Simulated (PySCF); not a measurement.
Level of theory: ωB97X-D3(BJ)/def2-TZVP // PBE0-D3(BJ)/def2-SVP in PySCF. All species are isolated molecules in the gas phase. Excitations are Tamm–Dancoff values on a coarser integration grid. The basis has no diffuse functions, so Rydberg states are missing or too high.

Reference species (SMILES): `[GeH3][GeH3]` (neutral, multiplicity 1).

The S1 oscillator strength is 0.037. The S1 excitation (TDA) comes out as 7.96 eV. The adiabatic ionisation energy (no zero-point term) is 9.51 eV.

Changed species: `[GeH3][GeH2][GeH3]` (n = 3; the reference has n = 2).

**Question.** Predict the effect on the S1 oscillator strength, S1 excitation (TDA) and adiabatic ionisation energy (no zero-point term).

**Answer.** the S1 oscillator strength goes up by 0.392, to 0.429; the S1 excitation (TDA) falls by 0.65 eV, to 7.31 eV; the adiabatic ionisation energy (no zero-point term) falls by 0.45 eV, to 9.06 eV.
